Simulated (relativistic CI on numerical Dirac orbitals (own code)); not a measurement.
**Slater and spin-orbit integrals, Yb¹⁷⁺**

Method of calculation: Dirac-Coulomb-Breit CI, separate exchange-only KLI orbitals for each configuration, model QED (radiative potential, 1s self-energy scaled to tabulated hydrogen-like ionisation energies), unscaled Slater integrals (own radial code, finite nucleus).

Slater integrals F^k, G^k are unscaled and averaged over j, outside the closed core [Ar] 3d10 4p6 4d10; ζ comes from projecting the Hamiltonian with its Breit term on Σ l·s of the shell.

- 4s2 4f7: F^2(4f,4f) = 183100, F^4(4f,4f) = 117730, F^6(4f,4f) = 85564, ζ(4f) = 4109.7 cm⁻¹; <r>(4f) = 0.5545, <r^2>(4f) = 0.3602 (bohr units).
- 4s2 4f6 5s: F^2(4f,4f) = 185850, F^4(4f,4f) = 119610, F^6(4f,4f) = 86969, ζ(4f) = 4259.4, G^3(4f,5s) = 32466 cm⁻¹; <r>(4f) = 0.5476, <r^2>(4f) = 0.3511, <r>(5s) = 0.9578, <r^2>(5s) = 1.021 (bohr units).
- 4s2 4f5 5s2: F^2(4f,4f) = 188900, F^4(4f,4f) = 121710, F^6(4f,4f) = 88536, ζ(4f) = 4411.3 cm⁻¹; <r>(4f) = 0.5402, <r^2>(4f) = 0.3412 (bohr units).

Averages of the first 5 configurations, taken without configuration mixing, which lowers the lowest level and can move excited configurations by several eV; other configurations of the list can lie among them:

| Configuration | Parity | States | Average energy above the lowest level (eV) |
| --- | --- | --- | --- |
| 4s2 4f7 | odd | 3432 | 21.4 |
| 4s2 4f6 5s | even | 6006 | 36.9 |
| 4s2 4f5 5s2 | odd | 2002 | 59.6 |
| 4s2 4f6 6s | even | 6006 | 199.5 |
| 4f9 | odd | 2002 | 1021.9 |
